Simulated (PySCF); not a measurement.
A search over the determinants of SiPb

Unrestricted PBE0; basis Si def2-TZVPP, Pb def2-TZVPP with ECP60; scalar-relativistic core potentials; PySCF 2.14. Outer shells of the fragments: Si 3s2 3p2; Pb 5d10 6s2 6p2.

Followed along the bond (rough minima from three points):

```tsv
2Ms+1	unpaired	⟨S²⟩ at the start	R at minimum (Å)	Te (eV)
3	π ↑↑	2.01	2.58	0.00
1	π ↑↓	1.01	2.59	0.18
3	σ ↑, π ↑	2.02	2.46	0.21
1	σ ↓, π ↑	1.02	2.46	0.39
1	none	0.00	2.61	0.77
```

Solutions found at the starting distance of 2.510 Å, counted from the lowest of them; the search is not exhaustive and high or unbound solutions are not listed, so other states can lie among these:

| 2Ms+1 | unpaired | term | E (eV) | ⟨S²⟩ | ⟨Lz²⟩ | μ (D) |
| --- | --- | --- | --- | --- | --- | --- |
| 3 | π ↑↑ | ³Σ⁻ | 0.00 | 2.01 | 0.00 | 1.59 |
| 1 | π ↑↓ | mixed | 0.18 | 1.01 | 2.02 | 1.57 |
| 3 | σ ↑, π ↑ | ³Π | 0.19 | 2.02 | 1.01 | 1.55 |
| 1 | σ ↓, π ↑ | mixed | 0.38 | 1.02 | 1.01 | 1.54 |
| 1 | none | mixed | 0.78 | 0.00 | 2.00 | 1.35 |
| 5 | σ ↑, π ↑↑↑ | ⁵Π | 1.16 | 6.00 | 1.01 | 0.95 |

A term symbol is given only where ⟨S²⟩ and ⟨Lz²⟩ are close to those of a pure state; real π, δ and φ orbitals otherwise mix terms. A positive dipole means Si(−)Pb(+).

Spin–orbit coupling is left out, which matters for elements this heavy, above all for dissociation energies.
